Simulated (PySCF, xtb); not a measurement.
Ge(I)(SiH3) (GeH3ISi), SMILES [SiH3][Ge][I] (connectivity only; charge and spin as stated), neutral, multiplicity 1.

GFN2-xTB (xtb) at its own geometry gives an orbital gap of 1.66 eV and a dipole moment of 5.87 D.

The structure is a stationary point at B3LYP-D3(BJ)/def2-SVP. The def2 effective core potentials stand for the cores of I; spin–orbit coupling is left out.

Question: What does r2SCAN/def2-TZVPD run with PySCF give? (The exact figures need the calculation; the answer reports its results.)

Answer: gap 1.64 eV (levels -5.78 and -4.14 eV), dipole 1.25 D.
